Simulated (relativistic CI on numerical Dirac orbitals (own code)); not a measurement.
# Hyperfine structure of Tb⁸⁺, mass number 157

Computed by Dirac-Coulomb-Breit CI, orbitals from a KLI potential per configuration, QED by a radiative potential, unscaled Slater integrals (own radial code, finite nucleus).

Configuration list (outside the closed core [Kr] 4d10 5s2): 4f7 5p2, 4f8 6s. The list is cut by size and lacks configurations that can hold low levels.

Nuclear spin I = 3/2, μ = 2.03 μN, Q = 1.4 b (tables of Stone and Pyykkö). The electronic factors are computed for point nuclear moments, without core polarisation or the Bohr-Weisskopf and QED corrections.

```
            Level  E (cm⁻¹)  A (MHz)  B (MHz)
 4f7 5p2 10P°_7/2       0.0    -1211    -3360
 4f7 5p2 10P°_9/2   29400.3    -2408    16400
4f7 5p2 10P°_11/2   44167.6     4896    -5340
  4f7 5p2 8D°_3/2   49425.7    -2141     -573
  4f7 5p2 8K°_7/2   50274.3     2473    -2020
```

Levels with J = 0, under 50 % of one LS term, or S terms without an open s electron are left out. Small factors come from cancelling terms and can be off by tens of per cent or more.

At this charge configurations can still be misplaced by up to about 7 % of their energy. Terms inside the open d or f shell come out 10 to 20 % too wide with unscaled integrals. Levels and lines within the n = 5 or 6 shells can be off by up to 10 % or somewhat more, and those that change n by about 2 %, since core polarisation is missing.

(1) Give the hyperfine levels of 4f7 5p2 10P°_9/2 relative to its centre of gravity.

Answers

(1) With K = F(F + 1) − I(I + 1) − J(J + 1), E = AK/2 + B[¾K(K + 1) − I(I + 1)J(J + 1)]/[2I(2I − 1)J(2J − 1)]: F = 3: 27380, F = 4: 6817, F = 5: -8638, F = 6: -12150 MHz.

LS names give the leading component of a level, which can be under half, so a name can repeat, a term be missing and a line seem to break the LS rules.
